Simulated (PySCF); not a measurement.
**Bond curve of As₂⁺**

Set-up: As def2-TZVPPD; no relativity (PySCF 2.14). Energies in eV from As⁺ + As in their ground configurations at the same level. State: ²Πu (doublet), unpaired electrons π ↑.

| R (Å) | MN15 | UHF-SCS-MP2 | UHF | PBE0 |
| --- | --- | --- | --- | --- |
| 1.882 | -2.399 | -2.082 | -0.013 | -2.506 |
| 1.969 | -3.246 | -3.016 | -0.886 | -3.411 |
| 2.057 | -3.692 | -3.544 | -1.327 | -3.909 |
| 2.122 | -3.834 | -3.744 | -1.449 | -4.085 |
| 2.188 | -3.852 | -3.822 | -1.434 | -4.134 |
| 2.254 | -3.777 | -3.807 | -1.315 | -4.085 |
| 2.341 | -3.569 | -3.686 | -1.034 | -3.909 |
| 2.451 | -3.196 | -3.435 | -0.550 | -3.566 |
| 2.582 | -2.655 | -3.069 | 0.143 | -3.053 |
| 2.757 | -1.874 | -2.584 | 1.147 | -2.298 |

**Question.** Put a parabola through the three lowest points of the MN15 curve and estimate Re, k and ωe (reduced mass 37.46 u; 1 eV/Å² = 0.16022 mdyn/Å; ωe = 1302.8·√(k/μ) cm⁻¹).

**Answer.** Through R = 2.122, 2.188, 2.254 Å the second-order coefficient is 10.7 eV/Å², so Re ≈ 2.168 Å, k ≈ 3.42 mdyn/Å and ωe ≈ 394 cm⁻¹. A polynomial fit of higher order to the unrounded MN15 energies gives Re = 2.166 Å, k = 3.81 mdyn/Å, ωe = 416 cm⁻¹; anharmonicity and rounding make the difference.

The higher-order fit for each curve: MN15: Re = 2.166 Å, ωe = 416 cm⁻¹, De = 3.86 eV; UHF-SCS-MP2: Re = 2.208 Å, ωe = 375 cm⁻¹, De = 3.83 eV; UHF: Re = 2.147 Å, ωe = 456 cm⁻¹, De = 1.46 eV; PBE0: Re = 2.185 Å, ωe = 407 cm⁻¹, De = 4.13 eV.

Correlated steps freeze 18 core orbitals. Spin–orbit coupling is left out. The state is the lowest determinant that a PBE0 search found; another state may lie lower at other levels.
